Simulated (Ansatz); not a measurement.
Program: Ansatz. Geometries: PBE0-D4/def2-TZVP. ΔE: electronic, gas phase. CCSD(T)/CBS adds triple-zeta CCSD(T) − MP2 to the extrapolated MP2 energy (def2 sets, frozen cores). This one scheme is used for every species. DFT in def2-TZVPP. B3LYP here is the variant with VWN-RPA as its local correlation; programs differ in this. For Ga outer-core shells are correlated without core-valence functions, which leaves a few kJ/mol of doubt a bond. Scalar relativity is left out up to krypton.

`[GaH2][GaH2]` + CH₃SH → `C[S][GaH2]` + `[GaH3]`  (cleavage of the Ga–Ga bond)

| level | ΔE (kJ/mol) |
| --- | --- |
| B3LYP-D4 | -57.8 |
| HF/CBS(def2) | -59.7 |

Q: What does CCSD(T)/CBS give? (Best estimate.)

A: Ansatz gave: -59.3 kJ/mol. The listed levels differ from it by 1.5, -0.4 kJ/mol.

Largest T1 diagnostic among the species: 0.014.

At CCSD(T), def2-SVP lies −6.8 kJ/mol from the extrapolated value and def2-TZVPP −0.0 kJ/mol. The D4 term adds −4.4 kJ/mol with B3LYP and −2.2 kJ/mol with PBE0; it sums over pairs of atoms, weighted by their polarisabilities, and B3LYP, whose exchange is more repulsive, gets the larger term. Leaving LDA and LC-ωPBE aside and taking each functional with its dispersion term where it has one, the values, not all of them listed here, spread over 14.5 kJ/mol, from B97M-V to PBE-D4. LDA lies −7.1 kJ/mol from PBE without D4.
